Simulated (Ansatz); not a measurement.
Reactions of `CCSSC`.

Program: Ansatz. Geometries: PBE0-D4/def2-TZVP. ΔE: electronic, gas phase. CBS: MP2 limit from def2 TZ/QZ plus the TZ coupled-cluster correction, frozen cores. This one scheme is used for every species, atoms too. DFT in def2-TZVPP. No spin–orbit coupling; open shells (•) take unrestricted orbitals. Spin–orbit coupling would lower the free atoms: a little for C, S. def2 core potentials past Kr. For Zr outer-core shells are correlated without core-valence functions, so the limit isn't a true one: a few kJ/mol of doubt a bond, and 10 to 20 or more in all where bonds break to atoms. Each species was taken in one conformer, which may not be the lowest.

```json
{"reaction": "`CCSSC` → `CSSC` + `[CH2]` (triplet)", "HF/CBS(def2) (eV)": "3.00", "r2SCAN-D4 (eV)": "4.33", "PBE0-D4 (eV)": "4.55", "CCSD(T)/CBS(def2) (eV)": "4.58"}
{"reaction": "`CCSSC` + H–F → `CSSCF` + CH₄", "HF/CBS(def2) (eV)": "0.21", "r2SCAN-D4 (eV)": "0.27", "PBE0-D4 (eV)": "0.36", "CCSD(T)/CBS(def2) (eV)": "0.46"}
{"reaction": "`CCSSC` + `C[NH][Zr]([NH]C)([NH]C)[NH]C` → `C[NH][Zr]([NH]C)([NH]C)[N](C)C` + `CCSS`", "HF/CBS(def2) (eV)": "0.29", "r2SCAN-D4 (eV)": "0.26", "PBE0-D4 (eV)": "0.26", "CCSD(T)/CBS(def2) (eV)": "0.25"}
{"reaction": "`CCSSC` → `CSC(C)S`", "HF/CBS(def2) (eV)": "0.35", "r2SCAN-D4 (eV)": "0.39", "PBE0-D4 (eV)": "0.38", "CCSD(T)/CBS(def2) (eV)": "0.30"}
{"reaction": "`CCSSC` → `[CH3]`• + `[CH2]SSC`•", "HF/CBS(def2) (eV)": "2.66", "r2SCAN-D4 (eV)": "3.58", "PBE0-D4 (eV)": "3.86", "CCSD(T)/CBS(def2) (eV)": "3.98"}
{"reaction": "`CCSSC` + H₂ → `CSSC` + CH₄", "HF/CBS(def2) (eV)": "-0.88", "r2SCAN-D4 (eV)": "-0.66", "PBE0-D4 (eV)": "-0.66", "CCSD(T)/CBS(def2) (eV)": "-0.64"}
{"reaction": "`CCSSC` + `[OH][AlH2]` → `C[O][AlH2]` + `CSSC`", "HF/CBS(def2) (eV)": "0.49", "r2SCAN-D4 (eV)": "0.64", "PBE0-D4 (eV)": "0.66", "CCSD(T)/CBS(def2) (eV)": "0.71"}
{"reaction": "`CCSSC` → `[CH2]` (triplet) + `CCSS`", "HF/CBS(def2) (eV)": "2.97", "r2SCAN-D4 (eV)": "4.32", "PBE0-D4 (eV)": "4.53", "CCSD(T)/CBS(def2) (eV)": "4.54"}
{"reaction": "`CCSSC` → 3 C• + 8 H• + 2 S•", "HF/CBS(def2) (eV)": "35.87", "r2SCAN-D4 (eV)": "49.16", "PBE0-D4 (eV)": "49.32", "CCSD(T)/CBS(def2) (eV)": "48.93"}
{"reaction": "`CCSSC` + `N=C(F)Cl` → `C/N=C(/F)Cl` + `CCSS`", "HF/CBS(def2) (eV)": "0.19", "r2SCAN-D4 (eV)": "0.24", "PBE0-D4 (eV)": "0.23", "CCSD(T)/CBS(def2) (eV)": "0.24"}
```

Largest T1 diagnostic: 0.018, for `[CH2]SSC`•.
